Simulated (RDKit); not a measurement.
A run for RDKit: MMFF94 on N2 (SMILES N#N).

```python
from rdkit import Chem
from rdkit.Chem import AllChem, rdDetermineBonds

blocks = [
'''2

N     0.00000000   -0.00000000    0.54545039
N    -0.00000000    0.00000000   -0.54545039
''',
]
mol = None
for b in blocks:
    f = Chem.MolFromXYZBlock(b)
    rdDetermineBonds.DetermineBonds(f, charge=0)
    mol = f if mol is None else Chem.CombineMols(mol, f)
Chem.SanitizeMol(mol)
print(Chem.MolToSmiles(Chem.RemoveHs(mol)))
ff = AllChem.MMFFGetMoleculeForceField(mol, AllChem.MMFFGetMoleculeProperties(mol), nonBondedThresh=100.0, ignoreInterfragInteractions=False)
e = ff.CalcEnergy()
print(f'MMFF94 energy {e:.6f} kcal/mol')
```

Output:

```
N#N
MMFF94 energy 55.699184 kcal/mol
```

The run finished.

Cost: around 0.010 core-seconds (rough).
